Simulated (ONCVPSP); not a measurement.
LDA (Perdew-Zunger) ONCV dataset for lutetium (Lu), scalar-relativistic all-electron reference.

* Element: Lu (Z = 71)
* Generator: ONCVPSP 4.0.1
* Type: optimised norm-conserving Vanderbilt (ONCV)
* Functional: LDA (Perdew-Zunger)
* Relativity: scalar-relativistic
* Frozen core: [Kr] 4d10
* Valence charge: 25
* Reference configuration: 4f14 5s2 5p6 5d1 6s1.5 (charge +0.5)
* Partial waves: 5s+6s: rc 1.50 bohr, ncon 4, nbas 8, qcut 6.1 1/bohr, 2 projectors; 5p: rc 1.30 bohr, ncon 4, nbas 8, qcut 6.5 1/bohr, 2 projectors, debl 3.3 Ha; 5d: rc 3.05 bohr, ncon 4, nbas 8, qcut 6.3 1/bohr, 2 projectors, debl 2.3 Ha; 4f: rc 1.05 bohr, ncon 5, nbas 10, qcut 15.8 1/bohr, local
* Local potential: the f channel
* Core correction: none

What the tests gave:

```json
{
 "Cutoffs needed": "118 Ha and 251 Ha (the cutoffs (Ha) at which the residual kinetic energy of the hardest occupied pseudo-wave falls to 1 and 0.1 mHa per electron)",
 "Ghost test": "ghosts flagged at negative energy: s at -661.4 eV, p at -165.9 eV, d at -275.5 eV; no localised positive-energy state flagged; a true bound ghost makes a file unfit for plane-wave use",
 "Largest excitation error": "-147 meV (all-electron minus pseudo) for 4f13 5s2 5p6 5d2 6s2, out of 4 test configurations"
}
```

Generation and tests took about 5.3 s on one core of a shared server CPU.
